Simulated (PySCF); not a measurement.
Planning an EPR job on `C[C-](Cl)[C](Cl)B(F)F` [radical].

Method: UKS B3LYP, pcH-1 on B C Cl F H, non-relativistic, mean-field spin-orbit, GIAO (PySCF 2.14.0). Geometry: GFN2-xTB. Work: unrestricted SCF, g, hyperfine, density and orbital grids written, density fitting. The command runs a driver script over a list of jobs; the input below is this job's line of settings and its coordinates in Å.

Command:
```bash
OMP_NUM_THREADS=1 python probes_run.py task.json out
```

Input:
```
{"job": {"kind": "epr", "basis": "pcH-1"}, "charge": -1, "multiplicity": 2}
C     -1.341606    -0.286670    -0.681710
C     -0.697558     0.381925     0.487055
Cl    -1.620486     1.791076     1.038471
C      0.685063     0.338741     0.717867
Cl     1.206384     1.154261     2.209788
B      1.731323    -0.397851    -0.020457
F      3.028714    -0.553268     0.389799
F      1.533329    -1.032690    -1.224416
H     -0.848921    -1.238342    -0.861323
H     -1.270550     0.308784    -1.601504
H     -2.400267    -0.463295    -0.479533
```

Hardware: one thread, Intel Xeon at 2.50 GHz (x86_64), shared host with 64 logical CPUs at a one-minute load of 62. PySCF's memory limit was set to 1600 MB.

**Question.** How large is the basis?

**Answer.** 250 functions.

**Question.** What wall time should be expected on this hardware?

**Answer.** About 2.8 min. CPU seconds by part: SCF 60, spin–orbit mean field 8.7, g tensor 57, hyperfine 21.

**Question.** Estimate the peak memory.

**Answer.** About 0.97 GiB. Peak memory is the resident size of the whole Python process, interpreter and libraries included.

**Question.** At this speed, how long would 1000 such jobs take on 32 cores, one job a core?

**Answer.** 1000/32 gives 32 rounds of 2.8 min, about 90 min of wall time and 47 core-hours, if the jobs don't slow each other.

Times come from a shared host and carry two figures at best.

The run converged: ⟨S²⟩ 0.756; g_iso 2.0045.
